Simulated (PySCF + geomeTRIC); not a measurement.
Species: H₄InN₂, SMILES `[NH2][In][NH2]` (charge 0, multiplicity 2).

Question: Give a relaxed geometry from PySCF + geomeTRIC with PBE0-D3(BJ)/def2-TZVP.

Answer: One answer among several that fit: the end point of this relaxation, one of several conformers (outside a Z-matrix the atoms follow the SMILES, hydrogens last).
Z-matrix (Å, degrees):
```
In
N 1 2.0715
H 2 1.0128 1 114.91
H 2 1.0154 3 107.28 1 125.96
N 1 2.0716 2 111.08 3 172.11
H 5 1.0128 1 114.89 2 171.99
H 5 1.0154 6 107.29 1 125.95
```
